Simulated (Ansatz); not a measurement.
Calculated with Ansatz (gas phase, PBE0-D4/def2-TZVP geometries, no zero-point term in ΔE). CCSD(T)/CBS adds triple-zeta CCSD(T) − MP2 to the extrapolated MP2 energy (def2 sets, frozen cores). DFT in def2-TZVPP. One conformer a species, not always the lowest.

`[NH2][AlH][CH]1CC1` → `C/C=[C](\N)[AlH2]`  (isomerisation)

```tsv
species	PBE0 energy (Eh)
`[NH2][AlH][CH]1CC1`	-416.06921
`C/C=[C](\N)[AlH2]`	-416.02714
```

(1) Work out ΔE.

Largest T1 diagnostic among the species: 0.011.

Results:

(1) ΔE = (-416.02714) − (-416.06921) = 0.04207 Eh = +1.14 eV. CCSD(T)/CBS gives +1.16 eV.

From PBE to PBE0 (25 % exact exchange), in def2-TZVPP and without D4, ΔE moves by +0.11 eV. In def2-TZVPP, CCSD(T) changes the Hartree–Fock value by +0.09 eV (the triples alone add −0.04 eV) and MP2 by +0.21 eV.
